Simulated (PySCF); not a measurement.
Isomers of C7H13NSi.

All values: PBE0/def2-SVPD (PySCF) at PBE0-D3(BJ)/def2-SVP geometries, gas phase, one conformer each. Core orbitals are frozen in the response; Δα² is half the sum of the squared differences of the principal polarisabilities.

Task: Rank by vertical ionisation energy (ΔSCF), lowest first.
A. `[CH:1]#[C:2][SiH2:3][N:4]([CH3:5])[CH2:6][CH2:7][CH:8]=[CH2:9]` with C2–Si3–N4–C5 79°, Si3–N4–C6–C7 91°, N4–C6–C7–C8 -176°, C6–C7–C8–C9 -116°
B. `[CH3:1][C:2]#[C:3][Si:4]1([N:5]([CH3:6])[CH3:7])[CH2:8][CH2:9]1` with C3–Si4–N5–C6 -81°
C. `[CH3:1][C:2]#[C:3][C@@H:4]1[CH2:5][Si@H:6]1[N:7]([CH3:8])[CH3:9]` with C5–Si6–N7–C8 164°
D. `[CH3:1][C:2]#[C:3][C@@H:4]1[CH2:5][Si@@H:6]1[N:7]([CH3:8])[CH3:9]` with C5–Si6–N7–C8 -61°
E. `[CH:1]#[C:2][CH2:3][C:4]([CH3:5])([CH3:6])[SiH2:7][N:8]=[CH2:9]` with C2–C3–C4–C5 -62°, C3–C4–Si7–N8 -58°, C4–Si7–N8–C9 -123°
F. `[CH2:1]=[C:2]1[CH2:3][CH2:4]/[C:5]1=[CH:6]\[CH2:7][SiH2:8][NH2:9]` with C5–C6–C7–Si8 94°, C6–C7–Si8–N9 -53°, C7–Si8–N9–H -167° and 57°

Result: C (7.28 eV), D (7.50 eV), F (7.75 eV), B (7.92 eV), A (8.12 eV), E (9.19 eV).

Task: Rank by polarisability anisotropy Δα, lowest first.
A. `[CH2:1]=[C:2]1[CH2:3][CH2:4]/[C:5]1=[CH:6]\[CH2:7][SiH2:8][NH2:9]` with C5–C6–C7–Si8 94°, C6–C7–Si8–N9 -53°, C7–Si8–N9–H -167° and 57°
B. `[CH2:1]=[C:2]([CH3:3])/[CH:4]=[N:5]/[SiH2:6][C:7](=[CH2:8])[CH3:9]` with C1–C2–C4–N5 180°, C4–N5–Si6–C7 -126°, N5–Si6–C7–C8 -2°
C. `[CH:1]#[C:2][SiH2:3][N:4]([CH3:5])[CH2:6][CH2:7][CH:8]=[CH2:9]` with C2–Si3–N4–C5 79°, Si3–N4–C6–C7 91°, N4–C6–C7–C8 -176°, C6–C7–C8–C9 -116°
D. `[CH2:1]=[C:2]1[CH2:3][CH2:4]/[C:5]1=[CH:6]/[CH2:7][SiH2:8][NH2:9]` with C5–C6–C7–Si8 93°, C6–C7–Si8–N9 -66°, C7–Si8–N9–H 48° and -172°, C1–C2–C3–C4 -168°, C2–C3–C4–C5 -8°, C3–C4–C5–C6 -165°, C1–C2–C5–C4 167°
E. `[CH3:1][C:2]#[C:3][C@@H:4]1[CH2:5][Si@@H:6]1[N:7]([CH3:8])[CH3:9]` with C5–Si6–N7–C8 -61°
F. `[CH:1]#[C:2][CH2:3][C:4]([CH3:5])([CH3:6])[SiH2:7][N:8]=[CH2:9]` with C2–C3–C4–C5 -62°, C3–C4–Si7–N8 -58°, C4–Si7–N8–C9 -123°

Result: C (4.71 Å³), F (6.94 Å³), D (7.32 Å³), E (8.53 Å³), A (9.36 Å³), B (10.19 Å³).

Task: Rank by dipole moment, highest first.
A. `[CH:1]#[C:2][SiH2:3][N:4]([CH3:5])[CH2:6][CH2:7][CH:8]=[CH2:9]` with C2–Si3–N4–C5 79°, Si3–N4–C6–C7 91°, N4–C6–C7–C8 -176°, C6–C7–C8–C9 -116°
B. `[CH3:1][C:2]#[C:3][C@@H:4]1[CH2:5][Si@H:6]1[N:7]([CH3:8])[CH3:9]` with C5–Si6–N7–C8 164°
C. `[CH2:1]=[C:2]1[CH2:3][CH2:4]/[C:5]1=[CH:6]/[CH2:7][SiH2:8][NH2:9]` with C5–C6–C7–Si8 93°, C6–C7–Si8–N9 -66°, C7–Si8–N9–H 48° and -172°, C1–C2–C3–C4 -168°, C2–C3–C4–C5 -8°, C3–C4–C5–C6 -165°, C1–C2–C5–C4 167°
D. `[CH3:1][C:2]#[C:3][C@@H:4]1[CH2:5][Si@@H:6]1[N:7]([CH3:8])[CH3:9]` with C5–Si6–N7–C8 -61°

Result: B (1.65 D), D (1.23 D), C (0.93 D), A (0.77 D).

All values together:

```json
{"SMILES": "C#C[SiH2]N(C)CCC=C", "μ (D)": "0.77", "HOMO (eV)": "-6.49", "LUMO (eV)": "-0.22", "α (Å³)": "17.63", "Δα (Å³)": "4.71", "ΔSCF removal energy (eV)": "8.12"}
{"SMILES": "C=C(C)/C=N/[SiH2]C(=C)C", "μ (D)": "1.22", "HOMO (eV)": "-7.10", "LUMO (eV)": "-1.55", "α (Å³)": "18.90", "Δα (Å³)": "10.19", "ΔSCF removal energy (eV)": "–"}
{"SMILES": "CC#C[C@@H]1C[Si@H]1N(C)C", "μ (D)": "1.65", "HOMO (eV)": "-5.70", "LUMO (eV)": "0.53", "α (Å³)": "18.53", "Δα (Å³)": "11.24", "ΔSCF removal energy (eV)": "7.28"}
{"SMILES": "C=C1CC/C1=C\\C[SiH2]N", "μ (D)": "0.63", "HOMO (eV)": "-6.12", "LUMO (eV)": "-1.04", "α (Å³)": "18.54", "Δα (Å³)": "9.36", "ΔSCF removal energy (eV)": "7.75"}
{"SMILES": "CC#C[C@@H]1C[Si@@H]1N(C)C", "μ (D)": "1.23", "HOMO (eV)": "-5.91", "LUMO (eV)": "0.49", "α (Å³)": "18.10", "Δα (Å³)": "8.53", "ΔSCF removal energy (eV)": "7.50"}
{"SMILES": "C#CCC(C)(C)[SiH2]N=C", "μ (D)": "1.61", "HOMO (eV)": "-7.18", "LUMO (eV)": "-1.05", "α (Å³)": "17.55", "Δα (Å³)": "6.94", "ΔSCF removal energy (eV)": "9.19"}
{"SMILES": "C=C1CC/C1=C/C[SiH2]N", "μ (D)": "0.93", "HOMO (eV)": "-6.18", "LUMO (eV)": "-0.99", "α (Å³)": "18.03", "Δα (Å³)": "7.32", "ΔSCF removal energy (eV)": "7.81"}
{"SMILES": "CC#C[Si]1(N(C)C)CC1", "μ (D)": "1.62", "HOMO (eV)": "-6.31", "LUMO (eV)": "0.12", "α (Å³)": "18.09", "Δα (Å³)": "6.90", "ΔSCF removal energy (eV)": "7.92"}
```

Conformers: `[CH:1]#[C:2][SiH2:3][N:4]([CH3:5])[CH2:6][CH2:7][CH:8]=[CH2:9]` with C2–Si3–N4–C5 79°, Si3–N4–C6–C7 91°, N4–C6–C7–C8 -176°, C6–C7–C8–C9 -116°; `[CH2:1]=[C:2]([CH3:3])/[CH:4]=[N:5]/[SiH2:6][C:7](=[CH2:8])[CH3:9]` with C1–C2–C4–N5 180°, C4–N5–Si6–C7 -126°, N5–Si6–C7–C8 -2°; `[CH3:1][C:2]#[C:3][C@@H:4]1[CH2:5][Si@H:6]1[N:7]([CH3:8])[CH3:9]` with C5–Si6–N7–C8 164°; `[CH2:1]=[C:2]1[CH2:3][CH2:4]/[C:5]1=[CH:6]\[CH2:7][SiH2:8][NH2:9]` with C5–C6–C7–Si8 94°, C6–C7–Si8–N9 -53°, C7–Si8–N9–H -167° and 57°; `[CH3:1][C:2]#[C:3][C@@H:4]1[CH2:5][Si@@H:6]1[N:7]([CH3:8])[CH3:9]` with C5–Si6–N7–C8 -61°; `[CH:1]#[C:2][CH2:3][C:4]([CH3:5])([CH3:6])[SiH2:7][N:8]=[CH2:9]` with C2–C3–C4–C5 -62°, C3–C4–Si7–N8 -58°, C4–Si7–N8–C9 -123°; `[CH2:1]=[C:2]1[CH2:3][CH2:4]/[C:5]1=[CH:6]/[CH2:7][SiH2:8][NH2:9]` with C5–C6–C7–Si8 93°, C6–C7–Si8–N9 -66°, C7–Si8–N9–H 48° and -172°, C1–C2–C3–C4 -168°, C2–C3–C4–C5 -8°, C3–C4–C5–C6 -165°, C1–C2–C5–C4 167°; `[CH3:1][C:2]#[C:3][Si:4]1([N:5]([CH3:6])[CH3:7])[CH2:8][CH2:9]1` with C3–Si4–N5–C6 -81°.

A dash marks a removal energy that wasn't run or isn't settled.

Task: By how much does the ΔSCF value exceed −ε(HOMO) over the species that have both?

Result: By 1.58 to 2.01 eV, 1.67 eV on average, over 7 species.
